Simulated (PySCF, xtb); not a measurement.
C2H6ClFSi2, SMILES F[SiH2]/C=C(/[SiH3])Cl.

GFN2-xTB (xtb) at its own geometry gives an orbital gap of 3.56 eV and a dipole moment of 1.77 D.

Coordinates come from a B3LYP-D3(BJ)/def2-SVP optimisation. The structure was generated by enumeration; whether it is a known compound was not checked. One conformer was computed; it need not be the lowest.

Task: What does PBE/def2-TZVP in PySCF give? (Estimate from the structure and the level; the computed values follow.)

Result: gap 4.43 eV (levels -6.83 and -2.40 eV), dipole 1.40 D.
